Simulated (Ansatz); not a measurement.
Molecule: C3H4NSSi, net charge 0, doublet state. It need not be the lowest isomer of its formula. SMILES: [SiH3]c1[c]scn1
Coordinates optimised at B3LYP-D3(BJ)/def2-TZVP (Ansatz, a first-principles code):
```
C
C 1 1.3521
N 1 1.3990 2 110.63
C 3 1.2973 1 112.57 2 0.00
H 4 1.0807 3 123.70 1 180.00
S 2 1.7096 1 114.83 3 0.00
Si 1 1.8675 2 128.47 6 180.00
H 7 1.4792 1 108.18 2 0.00
H 7 1.4797 8 109.91 1 119.92
H 7 1.4797 8 109.91 9 120.16
```
Charge 0, spin multiplicity 2.

Atomisation energy built up term by term with Ansatz (kcal/mol; UHF references for open shells; valence terms freeze the core; atomic spin-orbit terms are left out). Basis-set limits of correlation are two-point, X^-3; Hartree-Fock from the larger set.

The UHF reference is spin-contaminated (<S^2> 0.36 over the pure value in the largest basis). 

| term | basis | kcal/mol |
|---|---|---|
| Hartree-Fock | cc-pV(Q+d)Z | 633.06 |
| CCSD correlation | CBS(cc-pV(T+d)Z,cc-pV(Q+d)Z) | ___ |
| (T) | CBS(cc-pV(T+d)Z,cc-pV(Q+d)Z) | ___ |
| core correlation | cc-pwCVTZ | 3.88 |
| scalar relativity (X2C) | cc-pVTZ-DK against cc-pVTZ | -1.63 |
| sum: De |  | ___ |

Question: Fill in the missing entries.

Answer: 
- CCSD correlation, kcal/mol: 262.89
- (T), kcal/mol: 26.42
- sum: De, kcal/mol: 924.6
